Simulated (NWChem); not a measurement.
A series in which one site is exchanged, each optimised at PBE0/def2-SVP with NWChem, gas phase unless a solvent is named. All stand in one matching conformer (torsions within 35°), which need not be the lowest. For some, no frequency run checked for a minimum. def2 effective core potentials on Cd, Te, I; no spin-orbit coupling.

A: S[Se]I (HSeSI; site = Se)
B: [SH][Cd][I] (CdHSI; site = Cd)
C: S[Te]I (HTeSI; site = Te)
D: [SH][Mg][I] (MgHSI; site = Mg)

Values for A:

| Quantity | Result |
|---|---|
| dipole (D), PBE0/def2-SVP | 1.39 |
| orbital gap (eV), PBE0/def2-SVP | 3.87 |
| vertical ionisation energy, ΔSCF, PBE/def2-SVP (eV) | 8.51 |
| static polarisability, PBE/def2-SVPD (bohr³) | 93.8 |
| lowest singlet excitation, PBE/def2-SVPD, TDA (eV) | 2.27 |

Problem. How do these values change for the other members?

Solution. 
| change from A | B | C | D |
|---|---|---|---|
| dipole (D), PBE0/def2-SVP | -0.30 | +0.23 | -0.49 |
| orbital gap (eV), PBE0/def2-SVP | +1.57 | -0.30 | +1.73 |
| vertical ionisation energy, ΔSCF, PBE/def2-SVP (eV) | +0.37 | -0.36 | +0.41 |
| static polarisability, PBE/def2-SVPD (bohr³) | +4.2 | +13.3 | -3.1 |
| lowest singlet excitation, PBE/def2-SVPD, TDA (eV) | +1.36 | -0.17 | +1.58 |
